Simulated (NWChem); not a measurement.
System: BHBr₂; SMILES BrBBr

Output (shortened):

```
             Northwest Computational Chemistry Package (NWChem) 7.3.0
             --------------------------------------------------------

 C2V symmetry detected

                             Geometry "geometry" -> ""
                             -------------------------

 Output coordinates in angstroms (scale by  1.889725989 to convert to a.u.)

  No.       Tag          Charge          X              Y              Z
 ---- ---------------- ---------- -------------- -------------- --------------
    1 B                    5.0000     0.00000000     0.00000000    -0.83507014
    2 H                    1.0000     0.00000000     0.00000000    -2.03461914
    3 Br                  35.0000    -1.65184300     0.00000000     0.08871386
    4 Br                  35.0000     1.65184300     0.00000000     0.08871386

 Effective nuclear repulsion energy (a.u.)     310.0537957668

      Symmetry information
      --------------------

 Group name             C2v
 Group number             16
 Group order               4
 No. of unique centers     3

  pbe96 is a nonlocal functional; adding pw91lda local functional.

                                 NWChem DFT Module
                                 -----------------

 Summary of "ao basis" -> "ao basis" (spherical)
 ------------------------------------------------------------------------------
       Tag                 Description            Shells   Functions and Types
 ---------------- ------------------------------  ------  ---------------------
 B                         def2-svpd                 8       20   4s2p2d
 H                         def2-svpd                 4        8   2s2p
 Br                        def2-svpd                15       41   6s5p4d

      Symmetry analysis of basis
      --------------------------

        a1         42
        a2         15
        b1         34
        b2         19

            General Information
            -------------------
          SCF calculation type: DFT
          Wavefunction type:  closed shell.
          No. of atoms     :     4
          No. of electrons :    76
           Alpha electrons :    38
            Beta electrons :    38
          Charge           :     0
          Spin multiplicity:     1
          Use of symmetry is: off; symmetry adaption is: on
          Maximum number of iterations: 150
          AO basis - number of functions:   110
                     number of shells:    42
          Convergence on energy requested:  1.00D-06
          Convergence on density requested:  1.00D-05
          Convergence on gradient requested:  5.00D-04

              XC Information
              --------------
          PerdewBurkeErnzerhof Exchange Functional  1.000
            Perdew 1991 LDA Correlation Functional  1.000 local
           PerdewBurkeErnz. Correlation Functional  1.000 non-local

             Grid Information
             ----------------
          Grid used for XC integration:  medium
          Radial quadrature: Mura-Knowles
          Angular quadrature: Lebedev.
          Tag              B.-S. Rad. Rad. Pts. Rad. Cut. Ang. Pts.
          ---              ---------- --------- --------- ---------
          B                   0.85       49          11.0       434
          H                   0.35       45          11.0       434
          Br                  1.15      112          13.0       590
          Grid pruning is: on
          Number of quadrature shells:   318
          Spatial weights used:  Erf1

      Superposition of Atomic Density Guess
      -------------------------------------

 Sum of atomic energies:       -5169.18000905

      Non-variational initial energy
      ------------------------------

 Total energy =   -5170.006576
 1-e energy   =   -7814.519159
 2-e energy   =    2334.458787
 HOMO         =      -0.364471
 LUMO         =      -0.006014

      Symmetry analysis of molecular orbitals - initial
      -------------------------------------------------

  Numbering of irreducible representations:

     1 a1          2 a2          3 b1          4 b2

  Orbital symmetries:

     1 b1          2 a1          3 a1          4 b1          5 b1
     6 a1          7 a1          8 b1          9 a2         10 b2
    11 a1         12 b1         13 a1         14 a1         15 b1
    16 a1         17 b2         18 b1         19 a2         20 a1
    21 b1         22 a1         23 b2         24 a2         25 b1
    26 a1         27 b2         28 a2         29 b1         30 a1
    31 b1         32 a1         33 a1         34 b1         35 b2
    36 a2         37 b1         38 a1         39 b2         40 a1
    41 a1         42 b1         43 a1         44 b2         45 b1
    46 a2         47 a1         48 b1

 !! scf_movecs_sym_adapt:   39 vectors were symmetry contaminated

  Symmetry fudging

 !! scf_movecs_sym_adapt:    4 vectors were symmetry contaminated

   convergence    iter        energy       DeltaE   RMS-Dens  Diis-err
 ---------------- ----- ----------------- --------- --------- ---------
 d= 0,ls=0.0,diis     1  -5172.2984500590 -5.48D+03  1.48D-02  6.81D-01

 !! scf_movecs_sym_adapt:   37 vectors were symmetry contaminated

  Symmetry fudging

 !! scf_movecs_sym_adapt:    4 vectors were symmetry contaminated

 d= 0,ls=0.0,diis     2  -5172.0999955038  1.98D-01  1.16D-02  1.90D+00

 !! scf_movecs_sym_adapt:   35 vectors were symmetry contaminated

  Symmetry fudging

 !! scf_movecs_sym_adapt:    4 vectors were symmetry contaminated

 d= 0,ls=0.0,diis     3  -5172.3560119046 -2.56D-01  2.84D-03  8.34D-02

 !! scf_movecs_sym_adapt:   34 vectors were symmetry contaminated

  Symmetry fudging

 !! scf_movecs_sym_adapt:    4 vectors were symmetry contaminated

 d= 0,ls=0.0,diis     4  -5172.3699098267 -1.39D-02  5.57D-04  3.93D-03

 !! scf_movecs_sym_adapt:   22 vectors were symmetry contaminated

  Symmetry fudging

 !! scf_movecs_sym_adapt:    4 vectors were symmetry contaminated

 d= 0,ls=0.0,diis     5  -5172.3705629013 -6.53D-04  9.39D-05  5.76D-05

 !! scf_movecs_sym_adapt:   26 vectors were symmetry contaminated

  Symmetry fudging

 !! scf_movecs_sym_adapt:    6 vectors were symmetry contaminated

  Resetting Diis
 d= 0,ls=0.0,diis     6  -5172.3705723117 -9.41D-06  1.70D-05  3.84D-06

 !! scf_movecs_sym_adapt:   24 vectors were symmetry contaminated

  Symmetry fudging

 !! scf_movecs_sym_adapt:    6 vectors were symmetry contaminated

 d= 0,ls=0.0,diis     7  -5172.3705728493 -5.38D-07  8.59D-06  2.17D-07

         Total DFT energy =    -5172.370572849280
      One electron energy =    -7814.438418389650
           Coulomb energy =     2518.240752488293
    Exchange-Corr. energy =     -186.226702714771
 Nuclear repulsion energy =      310.053795766848

 Numeric. integr. density =       75.999996285648

                  Occupations of the irreducible representations
                  ----------------------------------------------

                     irrep           alpha         beta
                     --------     --------     --------
                     a1               15.0         15.0
                     a2                5.0          5.0
                     b1               13.0         13.0
                     b2                5.0          5.0

                       DFT Final Molecular Orbital Analysis
                       ------------------------------------

[...]

                                NWChem TDDFT Module
                                -------------------

            General Information
            -------------------
           No. of orbitals :     220
            Alpha orbitals :     110
             Beta orbitals :     110
        Alpha frozen cores :       0
         Beta frozen cores :       0
     Alpha frozen virtuals :       0
      Beta frozen virtuals :       0
         Spin multiplicity :       1
    Number of AO functions :     110
        Use of symmetry is : off
      Symmetry adaption is : on
         Schwarz screening :  0.10D-07

              XC Information
              --------------
   PerdewBurkeErnzerhof Exchange Functional   1.00
     Perdew 1991 LDA Correlation Functional   1.00 local
    PerdewBurkeErnz. Correlation Functional   1.00 non-local

             TDDFT Information
             -----------------
          Calculation type : Tamm-Dancoff TDDFT
         Wavefunction type : Restricted singlets
          No. of electrons :      76
           Alpha electrons :      38
            Beta electrons :      38
              No. of roots :       6
          Max subspacesize :    5200
            Max iterations :     100
               Target root :       1
           Target symmetry : none
      Symmetry restriction : off
                 Algorithm : Optimal
        Davidson threshold :  0.10D-03

    6 smallest eigenvalue differences (eV)
--------------------------------------------------------
  No. Spin  Occ  Vir  Irrep   E(Occ)    E(Vir)   E(Diff)
--------------------------------------------------------
    1    1   38   39 a2       -0.269    -0.111     4.279
    2    1   37   39 b2       -0.272    -0.111     4.380
    3    1   36   39 b1       -0.285    -0.111     4.719
    4    1   35   39 a1       -0.324    -0.111     5.782
    5    1   38   40 b1       -0.269    -0.017     6.837
    6    1   37   40 a1       -0.272    -0.017     6.937
--------------------------------------------------------

  Entering Davidson iterations
  Restricted singlet excited states

  Iter   NTrls   NConv    DeltaV     DeltaE      Time
  ----  ------  ------  ---------  ---------  ---------
    1      6       0     0.18E+00   0.10+100        7.9
    2     12       0     0.58E-01   0.26E-01        7.8
    3     18       0     0.23E-01   0.49E-02        7.9
    4     24       2     0.23E-02   0.58E-03        7.8
    5     28       3     0.66E-03   0.70E-05        6.9
    6     31       6     0.75E-04   0.34E-06        6.1
  ----  ------  ------  ---------  ---------  ---------
  Convergence criterion met

  Ground state a1      -5172.370572849280 a.u.

  ----------------------------------------------------------------------------
  Root   1 singlet a2             0.160234962 a.u.                4.3602 eV
  ----------------------------------------------------------------------------
     Transition Moments    X  0.00000   Y  0.00000   Z  0.00000
     Dipole Oscillator Strength                    0.0000000000
     Electric Quadrupole                           0.0000000055
     Magnetic Dipole                               0.0000003183
     Total Oscillator Strength                     0.0000003238

     Occ.   38  b1  ---  Virt.   39  b2      -0.99974
  ----------------------------------------------------------------------------
  Root   2 singlet b2             0.165281981 a.u.                4.4976 eV
  ----------------------------------------------------------------------------
     Transition Moments    X  0.00000   Y  0.01700   Z -0.00000
     Dipole Oscillator Strength                    0.0000318630
     Electric Quadrupole                           0.0000000321
     Magnetic Dipole                               0.0000016205
     Total Oscillator Strength                     0.0000335156

     Occ.   37  a1  ---  Virt.   39  b2       0.99901
  ----------------------------------------------------------------------------
  Root   3 singlet b1             0.204762578 a.u.                5.5719 eV
  ----------------------------------------------------------------------------
     Transition Moments    X  1.14024   Y  0.00000   Z  0.00000
     Dipole Oscillator Strength                    0.1774822940
     Electric Quadrupole                           0.0000000332
     Magnetic Dipole                               0.0000000931
     Total Oscillator Strength                     0.1774824203

     Occ.   34  b1  ---  Virt.   40  a1       0.08318
     Occ.   34  b1  ---  Virt.   41  a1      -0.06027
     Occ.   36  a2  ---  Virt.   39  b2       0.94697
     Occ.   36  a2  ---  Virt.   44  b2       0.06447
     Occ.   36  a2  ---  Virt.   49  b2       0.05118
     Occ.   37  a1  ---  Virt.   42  b1       0.11864
     Occ.   37  a1  ---  Virt.   48  b1      -0.08341
     Occ.   38  b1  ---  Virt.   40  a1       0.21342
     Occ.   38  b1  ---  Virt.   50  a1       0.05525
     Occ.   38  b1  ---  Virt.   52  a1      -0.07156
  ----------------------------------------------------------------------------
  Root   4 singlet a1             0.247119174 a.u.                6.7245 eV
  ----------------------------------------------------------------------------
     Transition Moments    X  0.00000   Y -0.00000   Z -0.39859
     Dipole Oscillator Strength                    0.0261737337
     Electric Quadrupole                           0.0000003311
     Magnetic Dipole                               0.0000000000
     Total Oscillator Strength                     0.0261740648

     Occ.   32  a1  ---  Virt.   40  a1       0.05938
     Occ.   32  a1  ---  Virt.   41  a1      -0.05791
     Occ.   33  a1  ---  Virt.   40  a1      -0.11904
     Occ.   33  a1  ---  Virt.   50  a1      -0.05527
     Occ.   34  b1  ---  Virt.   42  b1      -0.10349
     Occ.   34  b1  ---  Virt.   45  b1       0.07544
     Occ.   34  b1  ---  Virt.   48  b1       0.07129
     Occ.   35  b2  ---  Virt.   39  b2       0.93633
     Occ.   36  a2  ---  Virt.   53  a2      -0.05874
     Occ.   37  a1  ---  Virt.   40  a1      -0.20145
     Occ.   37  a1  ---  Virt.   54  a1       0.05474
     Occ.   38  b1  ---  Virt.   42  b1       0.08896
     Occ.   38  b1  ---  Virt.   48  b1      -0.05154
  ----------------------------------------------------------------------------
  Root   5 singlet a1             0.260804012 a.u.                7.0968 eV
  ----------------------------------------------------------------------------
     Transition Moments    X -0.00000   Y  0.00000   Z -0.51282
     Dipole Oscillator Strength                    0.0457254501
     Electric Quadrupole                           0.0000000145
     Magnetic Dipole                               0.0000000000
     Total Oscillator Strength                     0.0457254646

     Occ.   35  b2  ---  Virt.   39  b2       0.17324
     Occ.   37  a1  ---  Virt.   40  a1       0.95772
     Occ.   37  a1  ---  Virt.   41  a1       0.14819
     Occ.   37  a1  ---  Virt.   46  a1       0.05084
     Occ.   38  b1  ---  Virt.   42  b1       0.13364
  ----------------------------------------------------------------------------
  Root   6 singlet b1             0.261578120 a.u.                7.1179 eV
  ----------------------------------------------------------------------------
     Transition Moments    X  1.04874   Y  0.00000   Z -0.00000
     Dipole Oscillator Strength                    0.1917983389
     Electric Quadrupole                           0.0000002307
     Magnetic Dipole                               0.0000001820
     Total Oscillator Strength                     0.1917987516

     Occ.   34  b1  ---  Virt.   40  a1       0.05812
     Occ.   36  a2  ---  Virt.   39  b2       0.14617
     Occ.   37  a1  ---  Virt.   42  b1       0.15945
     Occ.   37  a1  ---  Virt.   48  b1      -0.05411
     Occ.   38  b1  ---  Virt.   40  a1      -0.89574
     Occ.   38  b1  ---  Virt.   41  a1      -0.35462
     Occ.   38  b1  ---  Virt.   50  a1       0.06100
     Occ.   38  b1  ---  Virt.   52  a1      -0.05690

              Target root =      1
          Target symmetry = none
      Ground state energy =  -5172.370572849280
        Excitation energy =      0.160234962427
     Excited state energy =  -5172.210337886852

  stored tddft:energy   -5172.2103378868524
```

Level: PBE/def2-SVPD, TDA. All runs use the structure optimised with PBE0/def2-SVP.

### Question
Write an input that gives this output.

### Answer
One answer among several that fit: the input that was run:
```
start job
memory heap 200 mb stack 900 mb global 1100 mb
geometry units angstroms noautoz
  B      0.000000     0.000000    -0.829145
  H      0.000000     0.000000    -2.028694
  Br    -1.651843     0.000000     0.094639
  Br     1.651843     0.000000     0.094639
end
basis spherical
  * library def2-svpd
end
dft
  xc xpbe96 cpbe96
  iterations 150
end
tddft
  cis
  nroots 6
  notriplet
end
task tddft energy
```
